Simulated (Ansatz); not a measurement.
A nudged elastic band was laid between two geometries of CH$_{2}$B$_{2}$F$_{2}$ (7 atoms, charge 0, multiplicity 1).

Theory: Ansatz 0.2.0, RKS r2SCAN-D4/6-31G.

| Quantity | Value |
| --- | --- |
| movable images | 5 |
| climbing image | yes |
| spring | 5.0 eV/Å² |
| optimiser | quadratic models (default) |
| start path | through a guess of the saddle point |
| force threshold | 0.05 eV/Å |
| iteration limit | 60 |
| end points | relaxed |

Image 0:

```xyz
7
Properties=species:S:1:pos:R:3
F -0.683 -2.177 0.305
B -0.628 -0.836 0.102
C 0.595 0.155 0.307
B -0.542 0.484 -0.748
F -0.957 1.693 -1.204
H 0.773 1.075 0.876
H 1.501 -0.462 0.317
```

Image 6:

```xyz
7
Properties=species:S:1:pos:R:3
F -1.179 -2.384 0.617
B -0.623 -1.196 0.255
C 0.415 -0.153 0.719
B -0.262 0.111 -0.501
F -0.037 1.509 -1.556
H 1.103 0.008 1.542
H 0.644 2.038 -1.122
```

Problem. What changes between the two ends?

Solution. Bonds broken: C3–H7. Bonds formed: F5–H7. CH2B2F2 becomes CHB2F + FH.

Problem. Give the energies along the band, and the barrier.

Solution. The forces met the threshold. The highest image is number 5 of 0 to 6, 2.86 eV above the first end and 0.21 eV above the last; the last end lies 2.65 eV above the first. The profile has 2 maxima (images 1, 5) with wells between them (image 2): this band takes more than one step, which may be the mechanism or a detour left from its start path. Neighbouring images differ by up to 2.1 eV, so the band resolves the path poorly. A vibrational analysis at the climbing image gives one clearly imaginary mode, 837i cm⁻¹: a first-order saddle point. The orbitals stay closed-shell, which can raise the energy where a bond breaks towards radicals; this wasn't checked here. Limits of this set-up: no polarisation functions.

| image | path coordinate (Å) | energy (eV) | C3–H7 (Å) | F5–H7 (Å) |
| --- | --- | --- | --- | --- |
| 0 | 0.00 | 0.00 | 1.10 | 3.61 |
| 1 | 0.75 | 0.08 | 1.12 | 3.35 |
| 2 | 1.50 | 0.05 | 1.11 | 2.91 |
| 3 | 2.25 | 0.08 | 1.10 | 2.35 |
| 4 | 3.01 | 0.71 | 1.17 | 1.77 |
| 5 | 3.76 | 2.86 | 1.83 | 1.08 |
| 6 | 4.71 | 2.65 | 2.87 | 0.97 |

Problem. What is the geometry of the highest image?

Solution. 
```xyz
7
Properties=species:S:1:pos:R:3
F -1.065 -2.290 0.688
B -0.604 -1.110 0.204
C 0.384 0.014 0.544
B -0.390 0.141 -0.676
F 0.043 1.533 -1.525
H 1.087 0.237 1.338
H 0.606 1.406 -0.618
```

The band took 17 iterations and roughly 6 core-minutes.

Time of the run: 6 min on 1 thread of Arm Neoverse N1, with other jobs on the host, peak memory 0.11 GiB.
